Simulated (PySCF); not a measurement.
C5H9NO (charge +1 and doublet state).
SMILES with atom numbers: `[NH2+:1][C@H:2]1[CH2:3][CH2:4][C:5](=[O:6])[CH2:7]1` (hydrogens: H8, H9 on N1; H10 on C2; H11, H12 on C3; H13, H14 on C4; H15, H16 on C7)

Structure used (GFN2-xTB), in Å, numbered top down from 1:
```
atom  x, y, z in Å
N1     2.0558   -0.1697   -0.1531
C2     0.6867    0.0320   -0.3521
C3    -0.2211   -1.1561    0.0553
C4    -1.5745   -0.5321    0.3261
C5    -1.3111    0.8943    0.7508
O6    -2.0653    1.7162    1.1444
C7     0.1868    1.1579    0.5948
H8     2.3953   -0.5190    0.7304
H9     2.7387    0.0913   -0.8452
H10    0.5053    0.3184   -1.3911
H11    0.1766   -1.6369    0.9499
H12   -0.2518   -1.8916   -0.7477
H13   -2.1971   -0.4809   -0.5722
H14   -2.1522   -1.0392    1.1005
H15    0.6225    1.0568    1.5944
H16    0.3977    2.1676    0.2397
```

The hyperfine couplings belong to this conformer and change with its torsions.

Computed, not measured: PySCF, UKS B3LYP, pcH-1 on C H N O, non-relativistic, mean-field spin-orbit, GIAO. Isolated species at its GFN2-xTB geometry (one conformer only). The geometry wasn't refined by DFT: couplings that depend on bond lengths, twists or pyramidal angles can differ widely from those at the functional's own minimum, by a factor of two or more for some ions and for spin on atoms past the first row. No stability test was run, so a lower SCF solution isn't excluded.

Task: The isotropic 13C couplings are -31.1, -21.3, +21.2, +15.0, -12.7 MHz. Assign them to C2; C3; C4; C5; C7.

Result: 
| site | a_iso (MHz) | ρ(0) (bohr⁻³) | position | distance from N1 (Å) | spin population | largest \|T\| (MHz) |
| --- | --- | --- | --- | --- | --- | --- |
| C2 | -21.3 | -0.0190 | 1 bond from N1 | 1.40 | -0.01 | 12.8 |
| C3 | +15.0 | +0.0133 | 2 bonds from N1 | 2.49 | +0.04 | 9.6 |
| C4 | +21.2 | +0.0188 | 3 bonds from N1 | 3.68 | +0.04 | 11.0 |
| C5 | -31.1 | -0.0276 | 3 bonds from N1 | 3.64 | -0.02 | 11.2 |
| C7 | -12.7 | -0.0113 | 2 bonds from N1 | 2.41 | +0.16 | 44.9 |

ρ(0) is the spin density at the nucleus and T the dipolar tensor. The largest Mulliken spin populations are on N1 (+0.53), O6 (+0.28) and C7 (+0.16). Three atoms exceed +0.15. The angles at N1 add up to 359.8°, so it is planar; its axial dipolar tensor and the negative couplings of its protons fit spin in a p orbital normal to that plane.

The spin density at the nucleus, in bohr⁻³, is negative for C5 (-0.0276), C2 (-0.0190) and C7 (-0.0113), for instance. A restricted open-shell determinant has no negative spin density anywhere; here it arises because α and β orbitals differ (spin polarisation).

H8 and H9 aren't averaged: N1 is flat or nearly so (angle sum 360°), and its turn about the short N1–C2 bond (1.40 Å) is taken as slow.

N1, the radical centre as drawn in `[NH2+][C@H]1CCC(=O)C1`, holds a spin population of +0.53 out of 1.
